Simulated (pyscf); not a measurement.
## `[CH3][O][GaH2]`, singlet

Gas-phase minimum from PySCF at ωB97X-D3(BJ)/def2-SVP, one conformer. H₃C–O–GaH₂ lies 21.8 kcal/mol over its isomer H₃C–GaH–OH (electronic energy, ωB97M-D3(BJ)/def2-TZVP). 

SMILES: C[O][GaH2]
```xyz
8

C     -0.6351    -0.4305     0.0388
O      0.4416     0.2186    -0.5829
Ga     0.3001     1.4757    -1.8378
H     -1.6227    -0.0809    -0.3234
H     -0.5810    -1.5205    -0.1365
H     -0.6029    -0.2683     1.1317
H      1.6637     2.0190    -2.3499
H     -1.1548     1.8675    -2.2587
```

Bonded distances (Å): C1–O2 1.403, C1–H4 1.109, C1–H5 1.105, C1–H6 1.105, O2–Ga3 1.782, Ga3–H7 1.555, Ga3–H8 1.564. Angles (°): O2–C1–H4 113.1, O2–C1–H5 110.4, O2–C1–H6 110.4, H4–C1–H5 107.6, H4–C1–H6 107.6, H5–C1–H6 107.5, C1–O2–Ga3 125.3, O2–Ga3–H7 114.1, O2–Ga3–H8 116.1, H7–Ga3–H8 129.8.

Properties at ωB97X-D3(BJ)/def2-SVP:

```
Quantity                                                                                                                                                                                                                 Result
---------------------------------------------------------------------------------------------------------------------  --------------------------------------------------------------------------------------------------------
Harmonic wavenumbers, unscaled                                                                                         109, 217, 233, 535, 628, 639, 742, 1168, 1190, 1220, 1480, 1487, 1493, 2015, 2057, 3006, 3088, 3107 cm⁻¹
Zero-point energy                                                                                                                                                                                                 34.9 kcal/mol
Rotational symmetry number                                                                                                                                                                                                    1
Entropy of this conformer at 298 K and 1 atm, rigid rotor and harmonic oscillator, modes under 100 cm⁻¹ raised to 100                                                                                           303.7 J/(mol K)
Dipole moment                                                                                                                                                                                                            1.16 D
```

Single-point totals, which compare only within one level (frozen core for MP2 and CC):

```csv
level,total energy (hartree)
ωB97X-D3(BJ)/def2-TZVP,-2041.23555
PBE/def2-TZVP,-2040.79968
r²SCAN/def2-TZVP,-2041.15909
B3LYP-D3(BJ)/def2-TZVP,-2041.29961
PBE0-D3(BJ)/def2-TZVP,-2040.84972
M06-2X/def2-TZVP,-2041.17456
ωB97M-D3(BJ)/def2-TZVP,-2041.28490
HF/def2-TZVPP,-2038.93643
MP2/def2-TZVPP,-2039.58704
CCSD/def2-TZVPP,-2039.60585
CCSD(T)/def2-TZVPP,-2039.63092
```

Soft torsions are taken as harmonic, which can shift the entropy by several J/(mol K). The CCSD(T) − MP2 part came from Ansatz, without density fitting, on the same reference. The frozen core leaves the outer d or s,p core shells of the metals and heavy elements correlated in the MP2 and CC values, and def2-TZVPP describes them poorly, so these totals are far from the basis limit. Elements up to Kr have no core potential and no relativistic terms here.
